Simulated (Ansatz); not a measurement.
Reaction (ligand exchange at the Al–N bond): `[AlH2][NH]CS` + `C[Si](O)(F)Cl` → `C[Si](F)(Cl)[O][AlH2]` + `NCS`

Isolated molecules relaxed with PBE0-D4/def2-TZVP in Ansatz; ΔE leaves out vibrations. CCSD(T)/CBS is the MP2 limit (def2-TZVPP, def2-QZVPP) plus CCSD(T) − MP2 in def2-TZVPP, frozen cores. Functionals use def2-TZVPP. Each species was taken in one conformer, which may not be the lowest.

| species | PBE0-D4 energy (Eh) |
| --- | --- |
| `[AlH2][NH]CS` | -736.79519 |
| `C[Si](O)(F)Cl` | -965.10232 |
| `C[Si](F)(Cl)[O][AlH2]` | -1208.06737 |
| `NCS` | -493.85023 |

**Question.** Work out ΔE.

**Answer.** ΔE = (-1208.06737) + (-493.85023) − (-736.79519) − (-965.10232) = -0.02009 Eh = -52.7 kJ/mol. CCSD(T)/CBS gives -59.3 kJ/mol.

Largest T1 diagnostic among the species: 0.012.

In def2-TZVPP, CCSD(T) changes the Hartree–Fock value by +16.3 kJ/mol (the triples alone add +3.2 kJ/mol) and MP2 by +17.2 kJ/mol. From PBE to PBE0 (25 % exact exchange), in def2-TZVPP and without D4, ΔE moves by −6.2 kJ/mol.
